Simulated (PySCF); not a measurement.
Si²⁺: ionisation energy

Si²⁺ [Ne] 3s2 (1S) → Si³⁺ [Ne] 3s1 (2S), as a difference of total energies. All numbers are calculated (PySCF 2.14, the non-relativistic Hamiltonian (point nucleus), in def2-QZVPPD (10s6p5d2f1g, 76 functions)). Correlated levels: valence: [Ne] frozen. The calculations carry no spin-orbit coupling.

```
           method  ionisation energy (eV)
              UHF                  31.955
    MP2 (valence)                  32.866
SCS-MP2 (valence)                  33.048
   CCSD (valence)                  33.198
```

Question: How much does correlation contribute at MP2 (valence)?

Answer: 32.866 − (31.955) = 0.911 eV, measured against UHF.

Errors of the correlated levels include the incompleteness of this basis and the frozen core.

With two correlated electrons CCSD is exact in that space.

For comparison: 33.493 eV (measured; NIST Atomic Spectra Database, ionization energies).
